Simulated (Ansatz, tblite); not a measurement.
Spin states of Bi3Te (the lowest doublet isomer of a short search), each relaxed with PBE-D4/def2-SVP in Ansatz. Electronic energies in the gas phase.

In the def2 sets Bi, Te take a core potential; there is no spin–orbit coupling. The xTB rows come from tblite. Correlated methods freeze 16 core orbitals; core or outer-core shells of Bi, Te are correlated, in sets that lack core-valence functions. The rows differ in basis, and correlated rows in double-zeta sets carry the largest basis error. In CCSD on the charge 0 quartet the largest single amplitude is 0.19, so its Hartree–Fock determinant may place the open shell otherwise than the density functionals do. The structure comes from a short search, and lower isomers may exist.

Doublet geometry (Cs within 0.1 Å):

```
atom   x (Å)   y (Å)   z (Å)
 Bi1  -0.161   1.222  -1.234
 Bi2  -0.750   0.298   1.546
 Bi3   2.040  -0.011   0.429
 Te4  -1.129  -1.509  -0.740
```

Quartet geometry (Cs within 0.1 Å):

```tsv
atom	x (Å)	y (Å)	z (Å)
Bi1	1.226	-0.383	1.575
Bi2	-0.926	-0.802	-1.622
Bi3	1.300	1.151	-1.026
Te4	-1.599	0.033	1.072
```

⟨S²⟩: doublet 0.77 at PBE0-D4/def2-TZVP (pure 0.75), quartet 3.76 at PBE0-D4/def2-TZVP (pure 3.75).

Run but left out: HF/def2-SVP, HF/def2-TZVP, MP2/def2-SVP, MP2/def2-TZVP (doublet: ⟨S²⟩ 1.05 to 1.06, where a pure state has 0.75).

Only these spin states were relaxed. The quartet has other bonds than the doublet, so the gap mixes isomer and spin.

(1) Estimate which spin state lies lowest at each of these levels, and by how much: GFN1-xTB; GFN2-xTB; PBE-D4/def2-TZVP; r2SCAN-D4/def2-TZVP; PBE0-D4/def2-TZVP; r2SCAN0-D4/def2-TZVP; B2PLYP/def2-TZVP; CCSD/def2-SVP; CCSD(T)/def2-SVP.

Results:

(1) 
```
               level  quartet − doublet (kcal/mol)  lowest of these                                  remarks
            GFN1-xTB                          35.2          doublet                                        –
            GFN2-xTB                          38.7          doublet                                        –
    PBE-D4/def2-TZVP                          24.6          doublet                                        –
 r2SCAN-D4/def2-TZVP                          21.1          doublet                                        –
   PBE0-D4/def2-TZVP                          22.8          doublet                                        –
r2SCAN0-D4/def2-TZVP                          19.7          doublet                                        –
    B2PLYP/def2-TZVP                          25.7          doublet                                        –
       CCSD/def2-SVP                          19.5          doublet  spin-contaminated (⟨S²⟩ 1.06) (doublet)
    CCSD(T)/def2-SVP                          21.4          doublet  spin-contaminated (⟨S²⟩ 1.06) (doublet)
```

Change of the quartet − doublet gap on mixing in exact exchange, in kcal/mol: PBE to PBE0 (25 % exact exchange) -1.9; r2SCAN to r2SCAN0 (25 % exact exchange) -1.4. The xTB methods have no term that favours high spin, so they put low spin too low.
